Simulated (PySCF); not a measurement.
AlF2I (SMILES [F][Al]([F])[I]), singlet, at a GFN2-xTB geometry (such geometries of metal compounds can be far from the true shape) (all electrons, no relativity). Base run: CASSCF(4,3)/STO-3G run with PySCF.

Input for PySCF:
```python
from pyscf import gto, scf, mcscf
import numpy

mol = gto.Mole()
mol.atom = '''
    Al   -1.04092984    0.60882840   -0.67088906
    F    -2.49372576   -0.12236126   -0.87063482
    F    -0.90122339    2.10802963   -1.31744181
    I     0.83182321   -0.48652424    0.53611788
'''
mol.basis = 'sto-3g'
mol.verbose = 4
mol.build()

mf = scf.RHF(mol)
mf.kernel()
mc = mcscf.CASSCF(mf, 3, 4)
mc.fix_spin_(ss=0.0)
mc.kernel()
occ = numpy.linalg.eigvalsh(mc.fcisolver.make_rdm1(mc.ci, mc.ncas, mc.nelecas))[::-1]
ss = mc.fcisolver.spin_square(mc.ci, mc.ncas, mc.nelecas)[0]
print('natural occupations', occ.round(4), ' <S^2>', round(ss, 4))
```

Each row names what was changed in the base input (with any setting that the change needs).

| change | ΔE vs base (kcal/mol) | natural occupations | <S^2> of the state | core-seconds (rough) | outcome |
|---|---|---|---|---|---|
| base | 0.000 | 2.00 1.98 0.02 | 0.00 | 9 | converged |
| start = MP2 natural orbitals | 0.000 | 2.00 1.98 0.02 | 0.00 | 10 | converged |
| state_average = 2 states | 7.28 | - | - | 10 | converged |
| active space = 8 electrons, 8 orbitals | - | - | - | - | not converged |
| orbitals = fixed (CASCI); correction = SC-NEVPT2 | -32.91 | 2.00 2.00 0.00 | 0.00 | 0.7 | converged |
| active space = 4 electrons, 4 orbitals | -6.88 | 1.99 1.97 0.03 0.01 | 0.00 | 8 | converged |
| active space = 2 electrons, 3 orbitals | 0.272 | 1.98 0.02 0.00 | 0.00 | 5 | converged |
| active space = 10 electrons, 8 orbitals | -15.63 | 2.00 2.00 1.99 1.99 1.97 0.04 0.02 0.01 | 0.00 | 10 | converged |
| active space = 6 electrons, 5 orbitals | -7.81 | 2.00 1.99 1.97 0.03 0.01 | 0.00 | 10 | converged |
| orbitals = fixed (CASCI) | 9.51 | 2.00 2.00 0.00 | 0.00 | 0.9 | converged |
| conv_tol = 1e-5 | 0.001 | 2.00 1.98 0.02 | 0.00 | 9 | converged |

Active orbitals are taken around the Fermi level unless the row says otherwise; CASSCF can end in different local minima, and two programs can end on different orbitals. State-averaged rows give the lowest state.
